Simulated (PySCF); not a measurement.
# Structure revision by computed shifts

A compound C3H8O2Si gives the data below (simulated from a calculation) and was assigned the structure `COC[SiH2]C=O`.

13C{1H} NMR (computed): δ 246.7 (C), 54.1 (CH3), 41.4 (CH3).

1H NMR (400 MHz, computed): δ 4.53 (s, 2H), 3.88 (s, 3H), 2.56 (s, 3H).

- shielding tensors at PBE0/pcSseg-1 (GIAO)
- geometry: GFN2-xTB
- program: PySCF 2.14
- no solvent model, averaged over atoms made equivalent by symmetry, fast rotation or ring inversion, single conformer, non-relativistic

δ = σ(ref) − σ, references computed at the same level: 1H (σ = 31.72 ppm) and 13C (σ = 186.93 ppm) against TMS.

Question: Compare with the shifts computed for the proposed structure, pairing carbons in order of shift.

Answer: Mapped SMILES: `[CH3:1][O:2][CH2:3][SiH2:4][CH:5]=[O:6]` (H(Xn): hydrogen on atom n).

| atom | computed for proposal | given list | difference |
| --- | --- | --- | --- |
| C5 | 247.0 | 246.7 | +0.3 |
| C1 | 65.5 | 54.1 | +11.4 |
| C3 | 62.2 | 41.4 | +20.8 |

The rms difference is 13.7 ppm and the largest +20.8 ppm at C3 (sp3 CH2 bonded to O and Si). The carbon types in order of shift don't match either: CH, CH3, CH2 for the proposal against C, CH3, CH3 in the data. The proposal doesn't fit.

Question: Which isomer fits?

Answer: `CO[SiH2]C(C)=O`.

- Carbon types of the structure: 1 × C, 2 × CH3, leaving 2 H on heteroatoms.
- δC 246.7: carbonyl carbon.
- δC 41.4: methyl carbon α to a carbonyl; α to the electron-withdrawing carbonyl group.
- δH 3.88: hydrogen on a methyl carbon bonded to O; its carbon carries O, hence the downfield position.
- δH 2.56: hydrogen on a methyl carbon α to a carbonyl; α to C=O.

Other isomers checked: CC(=O)C[SiH2]O (rms 20.5 ppm).

The shifts were computed for this structure.

Shifts are as computed. Against solution values, carbons near 30 ppm lie about +3 ppm off and those near 130 ppm about +5 ppm. Of 1309 compounds with measured shifts, 239 miss one by over three times the rms of a fit or turn the order of signals round; such compounds aren't used in these exercises. Multiplicities follow the n + 1 count of equivalent neighbours, as no J values were calculated; m marks all less simple cases, F and P coupling included.
